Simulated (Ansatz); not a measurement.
Geometry optimisation, RKS PBE/def2-SVP (Ansatz 0.2.0).

Input:

```yaml
crystal:
  periodic: [false, false, false]
  atoms:
    - { symbol: Ge, position_ang: [-0.263142, 0.174124, -1.165126] }
    - { symbol: H, position_ang: [1.226678, 0.085819, 1.138051] }
    - { symbol: Ge, position_ang: [2.745216, 0.05647, 0.810429] }
    - { symbol: H, position_ang: [3.167398, -1.412273, 0.574482] }
    - { symbol: H, position_ang: [3.049316, 0.912676, -0.436] }
    - { symbol: H, position_ang: [3.480234, 0.63158, 2.046972] }
    - { symbol: H, position_ang: [-1.180806, 0.965826, -0.09227] }
    - { symbol: C, position_ang: [-1.085921, -1.612789, -0.725091] }
    - { symbol: H, position_ang: [-1.326438, -1.772005, 0.348131] }
    - { symbol: H, position_ang: [-2.058921, -1.609739, -1.280015] }
    - { symbol: H, position_ang: [-0.487114, -2.459989, -1.121361] }
basis:
  gaussian: { orbitals: def2-SVP }
hamiltonian:
  xc: pbe
relax:
  f_tol: 0.03
  max_steps: 50
```

Launched with:

```bash
$ ansatz run input.yaml --threads 4 --pin off --max-ram 5120MiB --backend cpu --events-out ev --progress --plain --runs-dir out
```

Task: Where does it end, and by what steps?

Result: The run converged. The force dipped under the threshold on the way, but the program's further checks kept it going. After 13 steps the energy has fallen by 0.184 eV; H6 moved furthest, 0.94 Å.

| step | energy less start (eV) | largest force component (eV/Å) | accepted |
| --- | --- | --- | --- |
| 0 | 0.0000 | 0.205 | yes |
| 1 | -0.0498 | 0.204 | yes |
| 2 | -0.0860 | 0.636 | yes |
| 3 | -0.1262 | 0.180 | yes |
| 4 | -0.1450 | 0.143 | yes |
| 5 | -0.1566 | 0.089 | yes |
| 6 | -0.1661 | 0.290 | yes |
| 7 | -0.1749 | 0.164 | yes |
| 8 | -0.1790 | 0.084 | yes |
| 9 | -0.1811 | 0.067 | yes |
| 10 | -0.1828 | 0.027 | yes |
| 11 | -0.1832 | 0.021 | yes |
| 12 | -0.1837 | 0.014 | yes |
| 13 | -0.1840 | 0.014 | yes |

```xyz
11
Properties=species:S:1:pos:R:3
Ge 0.052 0.085 -1.112
H 0.887 0.252 0.665
Ge 2.475 0.017 0.556
H 2.821 -1.326 -0.120
H 3.156 1.228 -0.111
H 2.835 -0.047 2.068
H -0.827 1.113 -0.235
C -0.877 -1.597 -0.462
H -1.199 -1.588 0.597
H -1.793 -1.680 -1.089
H -0.263 -2.499 -0.660
```

The run took 9.5 s on 4 threads of Intel(R) Xeon(R) 6975P-C (Granite Rapids), on a shared host, peak memory 0.19 GiB.
